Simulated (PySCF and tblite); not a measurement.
The numbers below are computed, except where a source is named.
Conformer ensemble of C4H5BrO2, numbered as in [CH2:1]=[C:2]([Br:3])[C:4](=[O:5])[O:6][CH3:7]

Conformers came from 90 starts (ETKDG and KDG, MMFF94s, GFN2-xTB); geometries are GFN2-xTB. Energies: B3LYP-D3(BJ)/def2-SVP (IEF-PCM, cyclohexane), with GFN2-xTB thermal terms (modes under about 100 cm⁻¹ blended into free rotors). Symmetry numbers and mirror images are counted. Conformers within 2.5 kcal/mol (GFN2-xTB free energy) were kept, 10 at most. GIAO shieldings: B97-2/pcSseg-1 (IEF-PCM, cyclohexane). Shifts are against TMS (¹H), TMS (¹³C) at the same level; of two unlike H on one atom, a is the less shielded. Codes: tblite and PySCF.

Torsions listed: Br3–C2–C4–O6, O5–C4–O6–C7.

| conformer | shape | symmetry | E(GFN2) kcal/mol | E(DFT) kcal/mol | G(298.15 K) kcal/mol | weight % | dipole D |
| --- | --- | --- | --- | --- | --- | --- | --- |
| 1 | 0°, 0° | Cs | 0.00 | 0.00 | 0.00 | 53.2 | 0.65 |
| 2 | 180°, 0° | Cs | 1.51 | 0.08 | 0.07 | 46.8 | 3.39 |

Weights (%) against temperature:

| T (K) | 1 | 2 | S(mix) cal/mol/K |
| --- | --- | --- | --- |
| 100 | 57.8 | 42.2 | 1.35 |
| 150 | 55.7 | 44.3 | 1.36 |
| 200 | 54.5 | 45.5 | 1.37 |
| 250 | 53.7 | 46.3 | 1.37 |
| 298.15 | 53.2 | 46.8 | 1.37 |

Averaged shifts at 298.15 K. ¹H: 7.15 (H1a, 1H), 6.65 (H1b, 1H), 4.06 (H7, 3H) ppm. ¹³C: 166.6 (C4), 141.9 (C2), 137.5 (C1), 55.4 (C7) ppm.

Coordinates of conformer 1 (Å):

```xyz
12

C     2.422   -0.281    0.615
C     1.404    0.217   -0.074
Br    1.646    1.474   -1.466
C    -0.004   -0.178    0.199
O    -0.309   -0.968    1.056
O    -0.862    0.439   -0.605
C    -2.234    0.128   -0.423
H     2.226   -0.995    1.398
H     3.443   -0.001    0.423
H    -2.404   -0.939   -0.582
H    -2.778    0.717   -1.157
H    -2.549    0.386    0.590
```

Coordinates of conformer 2 (Å):

```xyz
12

C    -2.145    0.447    0.030
C    -1.399   -0.648    0.068
Br   -2.149   -2.382    0.139
C     0.089   -0.677    0.062
O     0.742   -1.685    0.100
O     0.605    0.555    0.009
C     2.026    0.624    0.000
H    -1.680    1.416   -0.010
H    -3.221    0.403    0.037
H     2.424    0.099   -0.870
H     2.433    0.167    0.904
H     2.276    1.681   -0.042
```

The minima are those of GFN2-xTB; planar forms about aryl–S or allylic bonds may be saddles in DFT. Spin–orbit effects of the heavy atoms on shieldings are missing. At a carbon that bears Br the missing effect is some 10 ppm, beside I tens of ppm. Shifts are unscaled: against experiment ¹³C can be off by 15 ppm or more and ¹H by 0.8 ppm.

Search and properties took 58 s on 1 thread of Arm Neoverse V2, shared host (rough), launched as `OMP_NUM_THREADS=1 python ens_run.py task.json out`.


Conformer gaps in def2-SVP on xTB geometries can be 2 kcal/mol too large for S=O, P=O and other polar bonds.